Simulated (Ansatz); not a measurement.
GeBrMe3 (C3H9BrGe). Charge 0, multiplicity 3. Geometry r2SCAN-D4/def2-SVP, that of the neutral singlet; atoms count from 1.

Cartesian coordinates in Å:
```
Ge -0.3309 0.1378 0.1158
Br -2.3911 0.9965 0.8377
C 0.8285 0.0952 1.6797
H 0.9413 1.1054 2.0998
H 1.8234 -0.2849 1.3970
H 0.4046 -0.5618 2.4532
C 0.3244 1.3544 -1.2560
H -0.3842 1.4018 -2.0958
H 1.2986 1.0031 -1.6327
H 0.4482 2.3662 -0.8430
C -0.6900 -1.6427 -0.5860
H -1.3891 -1.5868 -1.4332
H -1.1329 -2.2792 0.1940
H 0.2491 -2.1050 -0.9304
```

At PBE0-D4/def2-TZVP a singlet of charge 0 lies 6.34 eV below the triplet at the same geometry.

Question: Estimate the Mulliken populations from the PBE0/def2-TZVP orbitals of Ansatz.

Answer: 
```csv
atom,charge (e),spin (α − β)
Ge1,0.08,0.72
Br2,-0.01,0.98
C3,-0.44,0.15
H4,0.15,0.00
H5,0.15,0.03
H6,0.15,0.00
C7,-0.46,0.04
H8,0.14,0.00
H9,0.14,0.02
H10,0.14,0.00
C11,-0.46,0.04
H12,0.14,0.00
H13,0.14,0.00
H14,0.14,0.02
```
Mulliken values depend strongly on the basis.

Question: Where does the spin sit?

Answer: Summed by element: Ge 0.72, Br 0.98, C 0.23, H 0.07, of 2 unpaired in all. Largest on single atoms: Br2 0.98, Ge1 0.72, C3 0.15.

Question: And the Mayer bond orders between heavy atoms (over 0.3)?

Answer: Ge1–Br2 0.45 (2.35 Å); Ge1–C3 0.80 (1.95 Å); Ge1–C7 0.91 (1.95 Å); Ge1–C11 0.91 (1.95 Å).
